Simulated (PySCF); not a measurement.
**Computed properties of isopropylamine (C₃H₉N), SMILES CC(C)N**

C3H9N, SMILES NC(C)C. Geometry: B3LYP-D3(BJ)/def2-SVP. Other conformers were not sampled. All values are computed for the isolated molecule unless a solvent is named; none is compared with measurement here.

**Structure.** The optimised structure has Cs symmetry. All 33 harmonic modes at B3LYP-D3(BJ)/def2-SVP (PySCF) are real, so it is a minimum. With heavy atoms numbered as in [CH3:1][CH:2]([CH3:3])[NH2:4], the shortest bond between them is C2–N4 at 1.464 Å and the longest C1–C2 at 1.528 Å.

**Vibrations.** The strongest infrared lines (harmonic, unscaled, degenerate partners summed) lie at 841 cm⁻¹ (121 km/mol, H 76 %, N 16 %, C 8 %), 2907 cm⁻¹ (92 km/mol, H 92 %), 3121 cm⁻¹ (47 km/mol, H 91 %, C 9 %). The softest mode is at 227 cm⁻¹ and the zero-point energy is 75.4 kcal/mol.

**Electronic structure.** HF/def2-TZVP (PySCF) places the frontier levels at -10.56 and 3.50 eV, a gap of 14.06 eV, and gives a dipole moment of 1.37 D and a mean polarisability of 45.0 bohr³.

**Excitations.** TDA-PBE0/def2-SVPD (PySCF) has S1 at 6.29 eV (197 nm, f = 0.017, weak); the most intense of the 10 singlets computed lies at 7.74 eV (f = 0.11). T1 (TDA) is at 5.99 eV, 0.30 eV under S1. No vertical singlet excitation falls in the visible range (under 3.1 eV).

**NMR.** GIAO shifts at PBE0/pcSseg-1 (PySCF) (non-relativistic, atoms alike by connectivity averaged): ¹³C from 28.6 to 47.7 ppm against TMS; ¹H from 0.7 to 3.4 ppm against TMS.
